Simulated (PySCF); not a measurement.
Job file and geometry (Å, from GFN2-xTB) of an NMR shielding run on SMILES [SiH3]Cc1cnsc1, C$_{4}$H$_{7}$NSSi, GIAO PBE0/pcSseg-1 NMR shielding, non-relativistic, gas phase in PySCF 2.14.0, density-fitted response routines; density fitting, a coarse starting grid and PySCF grid level 2 are the driver's defaults:

```
$ OMP_NUM_THREADS=1 python probes_run.py task.json out

{"job": {"kind": "nmr", "xc": "PBE0", "basis": "pcSseg-1"}, "charge": 0, "multiplicity": 1}
Si    -1.931326    -0.078044     0.724790
C     -0.685408    -0.627687    -0.620156
C      0.645633    -0.017461    -0.380672
C      1.630878    -0.542750     0.490662
N      2.731820     0.146018     0.611954
S      2.680058     1.492164    -0.307660
C      1.110382     1.154760    -0.911064
H     -2.047512     1.379608     0.678347
H     -3.219428    -0.707023     0.433363
H     -1.435833    -0.503450     2.033062
H     -0.591825    -1.714045    -0.609928
H     -1.054130    -0.337744    -1.604461
H      1.533045    -1.461007     1.044552
H      0.632969     1.816189    -1.604958
```

Task: What does the program print?

Result: 
```
coarse grid: 13000 points
cycle   1  E = -898.4108082439  dE =  1.086e+00  |g| = 3.502e-01  |ddm| = 3.689e+00
cycle   2  E = -898.3891402795  dE =  2.167e-02  |g| = 4.584e-01  |ddm| = 8.987e-01
cycle   3  E = -898.4397396688  dE = -5.060e-02  |g| = 1.019e-01  |ddm| = 5.597e-01
cycle   4  E = -898.4419052662  dE = -2.166e-03  |g| = 4.357e-02  |ddm| = 1.302e-01
cycle   5  E = -898.4423699225  dE = -4.647e-04  |g| = 1.186e-02  |ddm| = 5.661e-02
cycle   6  E = -898.4424006173  dE = -3.069e-05  |g| = 6.247e-03  |ddm| = 1.945e-02
cycle   7  E = -898.4424095397  dE = -8.922e-06  |g| = 1.291e-03  |ddm| = 5.909e-03
final grid: 117104 points
cycle   8  E = -898.4840006931  dE = -2.108e-05  |g| = 8.708e-03  |ddm| = 3.145e-02
cycle   9  E = -898.4839775503  dE =  2.314e-05  |g| = 1.290e-02  |ddm| = 2.096e-02
cycle  10  E = -898.4840183240  dE = -4.077e-05  |g| = 1.287e-03  |ddm| = 1.387e-02
cycle  11  E = -898.4840187440  dE = -4.199e-07  |g| = 3.839e-04  |ddm| = 1.694e-03
cycle  12  E = -898.4840187798  dE = -3.586e-08  |g| = 1.122e-04  |ddm| = 4.737e-04
cycle  13  E = -898.4840187824  dE = -2.535e-09  |g| = 5.791e-05  |ddm| = 1.534e-04
cycle  14  E = -898.4840187830  dE = -6.696e-10  |g| = 1.796e-05  |ddm| = 5.693e-05
converged SCF energy = -898.4840187830

GIAO shielding tensors (ppm)
atom      isotropic    diamagn.    paramagn.     s11        s22        s33       span
  0 Si     412.335     879.406    -467.071    374.500    400.195    462.311     87.811
  1 C      175.434     248.802     -73.369    161.871    169.527    194.903     33.032
  2 C       46.525     259.479    -212.954    -26.657     23.473    142.759    169.415
  3 C       26.074     250.304    -224.230    -54.675     23.392    109.506    164.181
  4 N      -84.141     328.933    -413.074   -346.858   -134.743    229.179    576.037
  5 S      108.284    1057.332    -949.048    -80.372    199.938    205.287    285.658
  6 C       35.850     255.112    -219.262    -57.033     29.278    135.305    192.337
  7 H       27.951      29.329      -1.378     24.206     27.204     32.445      8.239
  8 H       27.542      28.637      -1.094     24.510     24.606     33.511      9.000
  9 H       27.844      29.248      -1.404     24.061     27.045     32.427      8.365
 10 H       29.223      30.395      -1.172     24.488     27.819     35.362     10.873
 11 H       29.161      30.608      -1.447     23.850     28.557     35.077     11.227
 12 H       23.393      31.125      -7.732     20.068     23.536     26.576      6.508
 13 H       23.718      32.595      -8.877     21.623     22.806     26.725      5.101
```

Task: Turn these shieldings into chemical shifts. Chemical shifts δ = σref − σ; TMS for $^{29}$Si (σ = 349.16 ppm), $^{13}$C (σ = 186.93 ppm), $^{1}$H (σ = 31.72 ppm); $^{15}$N (σ = 267.73 ppm) vs NH3; $^{33}$S (σ = 503.73 ppm) vs CS2, all at this level.

Result: Averaging equivalent atoms: Si 0: -63.2; C 3: 160.9; C 6: 151.1; C 2: 140.4; C 1: 11.5; N 4: 351.9; S 5: 395; H 12: 8.32; H 13: 8.00; H 7/8/9: 3.94; H 10/11: 2.52 ppm. Experimental scales use liquid or dissolved standards, which lie at an offset from isolated NH3 (liquid NH3: subtract about 20 ppm). Unscaled 15N shifts of sp2 nitrogen come out 20 to 40 ppm too high even then.

Size and cost of the density-fitted run: 168 basis functions, 28 s wall time on 1 thread of an Arm Neoverse V1, shared host; peak memory 0.75 GiB.
